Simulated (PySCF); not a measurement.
# Predicted spectroscopic data

PySCF calculation with structure optimised with GFN2-xTB and shielding tensors at PBE0/pcSseg-1 (GIAO); averaged over atoms made equivalent by symmetry, fast rotation or ring inversion, single conformer, no relativistic terms, no solvent model.

Referencing at the same level of theory: ¹H (σref 31.72) and ¹³C (σref 186.93) against TMS. Splittings of carbon signals by F and P are missing where no couplings were computed. Where no couplings were computed, multiplicities follow the n + 1 count of equivalent neighbours, and m marks all less simple cases (inequivalent or close neighbours, rings, F or P nearby). Shifts are as computed. Against solution values, carbons near 30 ppm lie about +3 ppm off and those near 130 ppm about +5 ppm. Of 1211 compounds with measured shifts, 218 miss one by over three times the rms of a fit or turn the order of signals round; such compounds aren't used in these exercises.

Compound 1 (C5H3F3). ¹H NMR (600 MHz, computed): δ 7.01 (m, 1H), 5.82 (m, 1H), 3.00 (s, 1H). ¹³C{¹H} NMR (computed): δ 154.5 (C), 122.2 (CH), 115.9 (CH), 94.1 (CH), 79.2 (C). Structure: SMILES C#C/C(F)=C/C(F)F.

Compound 2 (C5H9N3Si). ¹H NMR (600 MHz, computed): δ 7.86 (s, 1H), 6.51 (m, 1H), 5.68 (m, 1H), 5.52 (m, 1H), 5.14 (d, 2H), 4.50 (s, 3H). ¹³C{¹H} NMR (computed): δ 147.9 (CH), 144.0 (CH), 139.1 (C), 124.8 (CH2), 60.9 (CH2). Structure: SMILES C=CCn1ncc([SiH3])n1.
